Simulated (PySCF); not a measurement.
C4H5Si (SMILES [C]1=CC=C[SiH2]1), doublet, geometry from GFN2-xTB. Base run: PySCF with R2SCAN/3-21G.

PySCF was given this input:
```python
from pyscf import gto, scf, dft

mol = gto.Mole()
mol.atom = '''
    C     0.445914   -1.251631   -0.250161
    C    -0.854273   -1.187022   -0.476427
    C    -1.450411    0.135479   -0.235507
    C    -0.612098    1.093081    0.176771
    Si    1.146253    0.395681    0.320147
    H    -1.481545   -1.999804   -0.810576
    H    -2.511765    0.272484   -0.397747
    H    -0.948085    2.096591    0.381372
    H     2.077680    0.986420   -0.636471
    H     1.641373    0.365331    1.693311
'''
mol.basis = '3-21g'
mol.charge = 0
mol.spin = 1
mol.verbose = 4
mol.symmetry = True
mol.build()

mf = dft.UKS(mol)
mf.xc = 'r2scan'
mf.kernel()
mf.analyze()
```

Variants of this job, named by their change:

```csv
change,ΔE vs base (eV),point group used,SCF cycles
base,0.00,Cs,15
symmetry = off,0.00,C1,15
"irrep_nelec = A':(17, 17) A":(5, 4)",3.81,Cs,15
"irrep_nelec = A':(19, 17) A":(3, 4)",6.52,Cs,13
```

Open shells are given as the SCF converged; they aren't shown to be the lowest states, and a large step between rows can be another state.
